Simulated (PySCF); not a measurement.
## KSn⁺: frontier orbitals

MN15 at R = 3.921 Å; basis K def2-SVP, Sn def2-SVP with ECP28; scalar-relativistic core potentials; PySCF 2.14. State: ³Π (triplet), unpaired electrons σ ↑, π ↑. Only the outer orbitals are listed, counted within each symmetry, core potentials removing the inner ones.

```csv
spin,orbital,occ.,ε (eV),on K (%),main shells (%)
α,4π,1,-27.73,100,100 K p
α,4π,1,-27.72,100,100 K p
α,8σ,1,-27.71,100,100 K p
α,9σ,1,-16.87,2,98 Sn s
α,10σ,1,-9.43,12,87 Sn p
α,5π,1,-9.08,2,98 Sn p
α,5π,0,-6.34,3,97 Sn p
α,11σ,0,-4.00,95,97 K s
α,6π,0,-2.31,97,96 K p
β,4π,1,-27.73,100,100 K p
β,4π,1,-27.72,100,100 K p
β,8σ,1,-27.69,100,100 K p
β,9σ,1,-15.44,1,99 Sn s
β,5π,0,-5.88,2,98 Sn p
β,10σ,0,-5.65,29,"70 Sn p, 19 K s"
β,5π,0,-4.91,4,96 Sn p
```

**Question.** Which are the highest filled and the lowest empty level, where do they sit, and how wide is the gap?

**Answer.** Highest filled α 5π at -9.08 eV (in %: 98 Sn p); lowest empty α 5π at -6.34 eV (in %: 97 Sn p); the gap at MN15 is 2.74 eV. Both belong to one degenerate shell, split only by its one-sided filling, so this is no excitation gap.

The bond order (Mayer) is 0.28 and the ⟨S²⟩ is 2.002. The charge on K (Mulliken, basis-dependent) is 0.84, the charge on K (Löwdin, basis-dependent) is 0.74 and the dipole moment (positive dipole points towards Sn; it is taken about the centre of mass and depends on that origin) is -11.81 D.

Spin–orbit coupling is left out. The state was picked by a PBE0 search and need not be the measured ground state.
